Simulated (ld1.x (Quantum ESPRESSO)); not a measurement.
lanthanum (La), TM: configuration errors across variants

```
Element                 : La
Generator               : ld1.x (Quantum ESPRESSO) 7.5
Type                    : norm-conserving Troullier–Martins (Kleinman–Bylander form)
Functional              : PBE
Relativity              : scalar-relativistic
Frozen core             : [Kr] 4d10 5s2
Valence charge          : 9
Reference configuration : 4f0 5p6 5d1 6s2 6p0
Partial waves           : 6s (bound): rc 3.85 bohr; 5d (bound): rc 3.95 bohr; 4f (bound, empty): rc 0.85 bohr; 5p (bound): rc 2.45 bohr
Local potential         : the p channel
Core correction         : Bessel-smoothed model core inside 0.80 bohr
```

All-electron excitation energies from the reference (eV): (1) 4f0 5p6 5d1 6s1 6p0 5.966; (2) 4f0 5p6 5d1 6s0 6p0 16.854; (3) 4f0 5p6 5d0 6s0 6p0 35.804; (4) 4f0 5p6 5d1.5 6s1.5 6p0 0.347.

Tests that are not counted but printed errors over 1 eV. “base”: 4f0 5p6 5d1 6s1 6p1 (solver errors, printed error -21.4 eV); 4f0 5p6 5d0 6s2 6p1 (solver errors, printed error -19.7 eV); 1 more. “all radii but the core radius scaled by about 0.84 (s 3.22, p 2.06, d 3.32, f 0.72 bohr)”: 4f0 5p6 5d0 6s2 6p1 (solver errors, printed error -19.7 eV); 4f0 5p6 5d1 6s0 6p1 (solver errors, printed error -2.0 eV); 1 more. “all radii but the core radius scaled by about 0.90 (s 3.48, p 2.20, d 3.56, f 0.76 bohr)”: 4f0 5p6 5d1 6s1 6p1 (solver errors, printed error -431 eV); 4f0 5p6 5d0 6s2 6p1 (solver errors, printed error -21.5 eV); 1 more. “all radii but the core radius scaled by about 1.08 (s 4.14, p 2.64, d 4.26, f 0.92 bohr)”: 4f0 5p6 5d1 6s1 6p1 (solver errors, printed error -28.4 eV); 4f0 5p6 5d0 6s2 6p1 (solver errors, printed error -20.3 eV); 1 more. “all radii but the core radius scaled by about 1.14 (s 4.40, p 2.80, d 4.50, f 0.96 bohr)”: 4f0 5p6 5d1 6s0 6p1 (solver errors, printed error -7.4 eV); 4f0 5p6 5d0 6s2 6p1 (solver errors, printed error -1.9 eV); 1 more.

A true bound ghost makes a file unfit for plane-wave use even where its test errors are small: the radial tests pick states by their node count and pass the ghost by. Where a test does run into it, the solver fails or the error is huge.

Errors AE − PS in meV (a dash: test not solved or not reliable):

```tsv
change	(1)	(2)	(3)	(4)	bound ghosts
base	-3.6	-14	+64	-6.4	s
all radii but the core radius scaled by about 0.84 (s 3.22, p 2.06, d 3.32, f 0.72 bohr)	-12	-11	+23	-13	s
all radii but the core radius scaled by about 0.90 (s 3.48, p 2.20, d 3.56, f 0.76 bohr)	-6.5	-13	+46	-9.3	s
all radii but the core radius scaled by about 1.08 (s 4.14, p 2.64, d 4.26, f 0.92 bohr)	-3.5	-20	+74	-3.3	s
all radii but the core radius scaled by about 1.14 (s 4.40, p 2.80, d 4.50, f 0.96 bohr)	-4.1	-29	+79	-0.4	s
all radii but the core radius scaled by about 1.20 (s 4.62, p 2.94, d 4.74, f 1.02 bohr)	-5.5	-44	+81	+3.2	s
all radii but the core radius scaled by about 1.32 (s 5.06, p 3.22, d 5.20, f 1.12 bohr)	-11	-96	+79	+12	s
all radii but the core radius scaled by about 1.40 (s 5.40, p 3.44, d 5.54, f 1.20 bohr)	-16	-137	+76	+17	s
```

Question: Give the same row for: all radii but the core radius scaled by about 0.76 (s 2.94, p 1.88, d 3.02, f 0.64 bohr).

Answer: -36, -9.4, +1.4, –; bound ghosts: s. Not counted: 4f0 5p6 5d1 6s1 6p1 (solver errors, printed error -425 eV); 4f0 5p6 5d0 6s2 6p1 (solver errors, printed error -19.8 eV); 2 more.
